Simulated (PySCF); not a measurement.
Computed shifts of a molecule C2H8F2Si2, PySCF with PBE0/pcSseg-1, GIAO, gas phase, atoms alike by connectivity averaged where their shifts nearly agree, in ppm (number of nuclei): ¹⁹F: -116.7 (1), -134.3 (1). ¹³C: 124.4 (1), 12.5 (1). ²⁹Si: -67.8 (1), -71.7 (1). ¹H: 6.42 (1), 4.30 (3), 4.17 (3), 1.14 (1). References: ¹⁹F against CFCl3 (σ = 167.2 ppm); ¹³C against TMS (σ = 186.3 ppm); ²⁹Si against TMS (σ = 352.7 ppm); ¹H against TMS (σ = 31.56 ppm), references at their B3LYP-D3(BJ)/def2-TZVP geometries, non-relativistic. The structure is a stationary point at B3LYP-D3(BJ)/def2-SVP. The values are those of a single conformer.

### Question
Which structure fits?
A) C[Si@@H](F)C[SiH2]F
B) F[C@H]([SiH3])[C@@H](F)[SiH3]
C) FC(F)C([SiH3])[SiH3]
D) CC[SiH2][SiH](F)F

### Answer
C, FC(F)C([SiH3])[SiH3]
